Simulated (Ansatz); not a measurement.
System: dimethoxy(methyl)borane, C3H9BO2, net charge 0, singlet state. SMILES: COB(C)OC
Geometry from a B3LYP-D3(BJ)/def2-TZVP (Ansatz, an electronic-structure program) optimisation:
```xyz
15

B     -0.0105    -0.0186    -0.0022
C      0.3088     1.5174     0.1851
O     -1.2676    -0.5473    -0.0467
C     -2.4441     0.2312     0.0714
O      0.9749    -0.9555    -0.1368
C      2.3499    -0.6213    -0.1187
H      0.8951     1.8960    -0.6577
H     -0.5748     2.1472     0.2795
H      0.9251     1.6785     1.0748
H     -3.2933    -0.4471     0.0010
H     -2.4892     0.7489     1.0332
H     -2.5198     0.9703    -0.7305
H      2.9146    -1.5440    -0.2443
H      2.6090     0.0614    -0.9328
H      2.6395    -0.1598     0.8294
```
Charge 0, spin multiplicity 1.

Quantity: atomisation energy (electronic, to ground-state atoms); the coupled-cluster value holds the core correlation from cc-pwCVTZ, in kcal/mol. Cores are frozen in the correlated levels unless marked. Open shells are spin-unrestricted. No spin-orbit coupling. No relativistic terms. CBS(X,Y): correlation extrapolated as X^-3; Hartree-Fock from the larger set. [CCSD(T)-MP2]/basis is that difference in the basis named.

Level to compare with: RI-MP2/CBS(cc-pVTZ,cc-pVQZ)+[CCSD(T)-MP2]/cc-pVTZ plus the core term (Ansatz), 1457.5 kcal/mol. It is a level with limits of its own, and the differences hold the functionals' basis error too.

### Question
Rank these functionals by how close they come to RI-MP2/CBS(cc-pVTZ,cc-pVQZ)+[CCSD(T)-MP2]/cc-pVTZ, closest first: wB97M-V/def2-TZVPD (Ansatz); B97M-V/def2-TZVPD (Ansatz); B3LYP/def2-TZVPD (Ansatz).

### Answer
wB97M-V/def2-TZVPD (range-separated hybrid meta-GGA with VV10, 1455.2 kcal/mol, difference -2.3), B97M-V/def2-TZVPD (meta-GGA with VV10, 1452.3 kcal/mol, difference -5.2), B3LYP/def2-TZVPD (global hybrid, 1443.1 kcal/mol, difference -14.4)
